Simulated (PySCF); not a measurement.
[Ce(CH3)2]2+: from a saddle point downhill

PySCF 2.14.0, RKS PBE0, Ce lcecp-2-SVP with ECP46, C def2-SVP, H def2-SVP; non-relativistic Hamiltonian with scalar-relativistic core potentials where named; density fitting; no spin-orbit coupling. Relaxed within the symmetry of its start, the geometry (C2v) is

```xyz
9

Ce    0.0000    0.0000   -0.2719
C     1.6118    0.0000    1.2142
H     2.5873    0.0000    0.6734
H     1.5654    0.8989    1.8713
H     1.5654   -0.8989    1.8713
C    -1.6118    0.0000    1.2142
H    -2.5873    0.0000    0.6734
H    -1.5654   -0.8989    1.8713
H    -1.5654    0.8989    1.8713
```

and its lowest harmonic modes are -84, 58, 134, 152, 252, 353 cm⁻¹ (negative: unstable). It was moved along the lowest mode and relaxed again, within the group C2 that the move left.

**Question.** Where does it end, and how much lower?

**Answer.** In C2, 0.016 eV lower, after 37 steps:
```xyz
9

Ce    0.0000    0.0000   -0.1224
C     1.7251    0.1416    1.2213
H     2.4892   -0.6305    0.9637
H     2.1964    1.1457    1.0753
H     1.4571    0.0345    2.2952
C    -1.7251   -0.1416    1.2213
H    -2.4892    0.6305    0.9637
H    -2.1964   -1.1457    1.0753
H    -1.4571   -0.0345    2.2952
```

**Question.** How do the contacts change?

**Answer.** 
```
     contact  saddle (Å)  end (Å)
Ce1–C2 (CH3)       2.192    2.191
Ce1–C6 (CH3)       2.192    2.191
```


**Question.** Is the end a minimum?

**Answer.** Yes; lowest modes 88, 97, 156, 219, 269, 382 cm⁻¹.

State: singlet in the valence, with the 4f electrons in the core potential.
